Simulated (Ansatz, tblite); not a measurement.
Isomers of Au2F2⁻ (doublet), found by a short tight-binding search and relaxed with r2SCAN-D4/def2-TZVPD in Ansatz.

In the def2 sets Au takes a core potential; there is no spin–orbit coupling. The xTB rows come from tblite. LC-ωPBE has ω = 0.4 bohr⁻¹. Correlated methods freeze 2 core orbitals; core or outer-core shells of Au are correlated, in sets that lack core-valence functions. In CCSD on the charge -1 doublet the largest single amplitude is 0.43, so its Hartree–Fock determinant may place the open shell otherwise than the density functionals do.

Other spin states were run for one of them alone.

A:

Cartesian coordinates in Å:
```
Au -0.778 0.251 0.940
Au 0.779 -0.251 -0.938
F -1.907 1.347 2.196
F 1.906 -1.347 -2.197
```

B:

```xyz
4

Au    0.546   -0.229   -0.164
Au   -1.817    0.761    0.545
F     0.041   -0.347   -2.059
F     1.230   -0.185    1.678
```

Q: Estimate which lies lowest at each level, and how far above it the others are (kcal/mol).

A: 
| level | A | B |
| --- | --- | --- |
| GFN1-xTB | 0.0 | 0.9 |
| GFN2-xTB | 0.8 | 0.0 |
| HF/def2-SVPD | 7.8 | 0.0 |
| HF/def2-TZVPD | 7.2 | 0.0 |
| PBE-D4/def2-TZVPD | 0.0 | 4.3 |
| r2SCAN-D4/def2-TZVPD | 0.0 | 3.2 |
| PBE0-D4/def2-TZVPD | 0.3 | 0.0 |
| LC-ωPBE/def2-TZVPD | 0.0 | 1.2 |
| MP2/def2-SVPD | 5.3 | 0.0 |
| CCSD/def2-SVPD | 3.0 | 0.0 |
| CCSD(T)/def2-SVPD | 2.7 | 0.0 |
Point groups (tolerance 0.1 Å): A C2h, B C2v. Lower isomers may exist.
